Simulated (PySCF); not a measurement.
# C3H12NOSi2: g tensor and hyperfine couplings

Species: C₃H₁₂NOSi₂ (doublet state).
Geometry (GFN2-xTB, Å), atoms numbered from 1 in this order:
```
atom  x, y, z in Å
C1     3.463    0.785   -0.459
N2     2.977   -0.553   -0.678
Si3    1.566   -1.201    0.073
Si4   -0.081    0.277   -0.513
C5    -1.789   -0.200    0.201
O6    -2.658    0.840   -0.192
C7    -3.979    0.665    0.242
H8     4.080    1.106   -1.301
H9     2.610    1.458   -0.374
H10    4.061    0.869    0.456
H11    3.739   -1.191   -0.842
H12    1.653   -1.302    1.551
H13    1.631   -2.597   -0.397
H14   -0.361    0.633   -1.914
H15   -1.778   -0.298    1.296
H16   -2.149   -1.163   -0.197
H17   -4.039    0.650    1.339
H18   -4.554    1.505   -0.142
H19   -4.401   -0.274   -0.142
```

The hyperfine couplings belong to this conformer and change with its torsions.

As a line formula: `CN[SiH2][SiH]COC` [radical].

Method: UKS B3LYP, pcH-1 on C H N O Si, non-relativistic, mean-field spin-orbit, GIAO (PySCF). One conformer (not necessarily the lowest) at the GFN2-xTB geometry, without solvent, vibrations or thermal averaging. The geometry wasn't refined by DFT: couplings that depend on bond lengths, twists or pyramidal angles can differ widely from those at the functional's own minimum, by a factor of two or more for some ions and for spin on atoms past the first row. The SCF solution wasn't tested for stability.

```json
{"g1, g2, g3": "2.00224, 2.00419, 2.00607", "g_iso": "2.00417", "Form of g": "rhombic: the two nearest values differ by 49 % of g3 − g1", "⟨S²⟩": "0.7525 (exact 0.7500)", "α and β electrons": "37, 36"}
```

Isotropic coupling and dipolar principal values T1 to T3, in mT (MHz turned into mT with g_iso):

| atom | isotope | a_iso | of which spin–orbit | T1 | T2 | T3 | Mulliken spin population |
| --- | --- | --- | --- | --- | --- | --- | --- |
| C1 | 13C | 0.24 | 0.00 | -0.06 | -0.04 | 0.10 | 0.01 |
| N2 | 14N | -0.05 | 0.00 | -0.03 | -0.02 | 0.04 | 0.01 |
| Si3 | 29Si | -1.03 | 0.00 | -0.42 | 0.13 | 0.29 | 0.02 |
| Si4 | 29Si | -13.05 | 0.03 | -6.06 | 2.98 | 3.08 | 0.95 |
| C5 | 13C | -0.29 | 0.00 | -0.08 | -0.06 | 0.14 | -0.02 |
| O6 | 17O | -0.17 | 0.00 | -0.03 | 0.01 | 0.02 | 0.00 |
| C7 | 13C | -0.03 | 0.00 | -0.01 | 0.00 | 0.02 | 0.00 |
| H8 | 1H | -0.03 | 0.00 | -0.05 | -0.04 | 0.08 | 0.00 |
| H9 | 1H | 0.16 | 0.00 | -0.19 | -0.12 | 0.30 | 0.00 |
| H10 | 1H | 0.13 | 0.00 | -0.05 | -0.03 | 0.07 | 0.00 |
| H11 | 1H | -0.03 | 0.00 | -0.05 | -0.04 | 0.09 | 0.00 |
| H12 | 1H | -0.26 | 0.00 | -0.09 | -0.04 | 0.13 | -0.01 |
| H13 | 1H | 2.37 | 0.00 | -0.08 | -0.02 | 0.10 | 0.04 |
| H14 | 1H | 0.94 | 0.00 | -0.35 | 0.08 | 0.27 | -0.01 |
| H15 | 1H | 0.35 | 0.00 | -0.12 | -0.08 | 0.20 | 0.00 |
| H16 | 1H | 1.80 | 0.00 | -0.13 | 0.01 | 0.12 | 0.01 |
| H17 | 1H | 0.00 | 0.00 | -0.03 | -0.02 | 0.05 | 0.00 |
| H18 | 1H | -0.01 | 0.00 | -0.03 | -0.02 | 0.05 | 0.00 |
| H19 | 1H | 0.02 | 0.00 | -0.03 | -0.02 | 0.05 | 0.00 |

The largest Mulliken spin population is on Si4 (+0.95). The angles at Si4 add up to 339.4°, so it is pyramidal.

Axes: g2 points within 10° of the Si3–Si4 bond.

Under fast tumbling the dipolar parts average out, and these isotropic splittings remain: 2 × 1H (H15/H16, I = 1/2, 3 lines) with 1.07 mT, 2 × 1H (H12/H13, I = 1/2, 3 lines) with 1.06 mT, 1 × 1H (H14, I = 1/2, 2 lines) with 0.94 mT, 3 × 1H (H8/H9/H10, I = 1/2, 4 lines) with 0.09 mT, 1 × 14N (N2, I = 1, 3 lines) with 0.05 mT and 1 × 1H (H11, I = 1/2, 2 lines) with 0.03 mT.

Means are taken over nuclei equivalent by connectivity, which assumes that they swap fast. The three 1H nuclei of mean +2.4 MHz run from -0.7 to 4.4 MHz in the frozen geometry. The 1H value of +29.7 MHz is a mean of couplings from -7.2 to 66.6 MHz in this one geometry, not an average over conformers. The 1H value of +30.1 MHz is a mean of couplings from 9.8 to 50.4 MHz in this one geometry, not an average over conformers.

The 13C coupling of C5 (-8.1 MHz) shows only in satellite lines or after enrichment, since that isotope makes up about 1.07 % of natural carbon.

The 29Si coupling of Si4 (-366.2 MHz) shows only in satellite lines or after enrichment, since that isotope makes up about 4.7 % of natural silicon.

Examples of negative spin density at the nucleus (bohr⁻³): C5 (-0.0072) and N2 (-0.0044).
